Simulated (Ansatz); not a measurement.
Start from `[SH][GaH][Cl]` and change one element to get `SBCl`.

Ansatz, PBE0-D4/def2-TZVP geometries, multiplicity 1. Each molecule was computed in one conformer, which needn't be the lowest.

Scalar relativity is left out up to krypton.

```tsv
property	`[SH][GaH][Cl]`
size of the dipole moment (ωB97M-V/def2-TZVPP) / D	2.33
HOMO–LUMO gap (PBE/def2-TZVPP) / eV	4.63
HOMO–LUMO gap (ωB97M-V/def2-TZVPP) / eV	10.50
LUMO energy (B3LYP/def2-TZVPP) / eV	-1.69
HOMO energy (B3LYP/def2-TZVPP) / eV	-7.78
zero-point energy (PBE0-D4/def2-TZVP) / kJ/mol	46.4
```

(1) Give the same properties after the change, and the shifts. (An estimate is asked.)

Results:

(1) Computed: 
```tsv
property	`SBCl`	shift
size of the dipole moment (ωB97M-V/def2-TZVPP) / D	1.52	-0.81
HOMO–LUMO gap (PBE/def2-TZVPP) / eV	4.90	0.27
HOMO–LUMO gap (ωB97M-V/def2-TZVPP) / eV	11.20	0.70
LUMO energy (B3LYP/def2-TZVPP) / eV	-1.48	0.21
HOMO energy (B3LYP/def2-TZVPP) / eV	-8.05	-0.27
zero-point energy (PBE0-D4/def2-TZVP) / kJ/mol	62.4	16.0
```

With PBE0 the HOMO falls by 0.28 eV and the LUMO rises by 0.15 eV, so the gap widens by about 0.43 eV. PBE moves the HOMO by -0.30 eV and ωB97M-V by -0.25 eV. Dipoles are sizes alone; their direction can turn.

B3LYP here is the variant with VWN-RPA as its local correlation; programs differ in this.
